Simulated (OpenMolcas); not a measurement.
## Xe⁶⁺: effect of the active space

- Program: OpenMolcas
- Method: CASSCF
- Basis: ANO-R3
- Scalar Hamiltonian: X2C, finite nucleus
- Spin-orbit coupling: state interaction with AMFI integrals over the reference wave functions, term energies averaged over their components

A. 2 electrons in 4 orbitals (5s 5p); 2S+1 = 3 even, 3 roots; 2S+1 = 1 even, 7 roots; 2S+1 = 3 odd, 3 roots; 2S+1 = 1 odd, 3 roots; cost of the order of 2 core-minutes
B. 2 electrons in 8 orbitals (5s 5p 6s 6p); 2S+1 = 1 even, 1 root; 2S+1 = 1 odd, 3 roots; 2S+1 = 3 odd, 3 roots kept (CI in the orbitals of an earlier block); cost about 40 core-seconds

Energies in cm⁻¹ above 5s² ¹S₀, the measured ground level; measured values from Saloman, J. Phys. Chem. Ref. Data 33, 765 (2004).

```csv
Level,A,B,Measured
5s² ¹S₀,0.0,0.0,0.0
5s 5p ³P°₀,92598,93425,96141
5s 5p ³P°₁,96775,97765,100451
5s 5p ³P°₂,107589,109028,113676
5s 5p ¹P°₁,153759,154484,143259
```

Deviations, from unrounded energies. A percentage is the sum of absolute deviations over the sum of measured energies, with the sign that they share, or ± where signs differ.

```json
{"Against measurement": "mean absolute deviation (cm-1)", "Levels": "4", "A": "6000", "B": "5300"}
{"Against measurement": "other configurations (%)", "Levels": "4", "A": "±5.2", "B": "±4.7"}
```

B lies closest to measurement on these levels. The largest miss of B in the table is 5s 5p ¹P°₁, by +11000 cm-1. The ranking rests on the paired levels alone, and a cruder setting can come out closer through cancelling errors.

Between A and B the level of the table that moves most is 5s 5p ³P°₂, by 1400 cm-1 (lowest in A, highest in B).

Terms from blocks run as CI alone lack orbitals of their own (holds for B). Active for correlation alone: 6p 6s; no level in the range computed is led by a configuration that fills them, so any true level of that kind is missing (holds for B). Measured partners are found by configuration, term and J. A level has none where our copy of the source lacks it or the pairing is in doubt (some pairs that miss far off the trend of their configuration count as doubtful), and it then counts in no deviation. Only configurations of the active space appear. The table leaves out levels that lie high or whose names do not pair safely across all columns.

° marks odd parity.
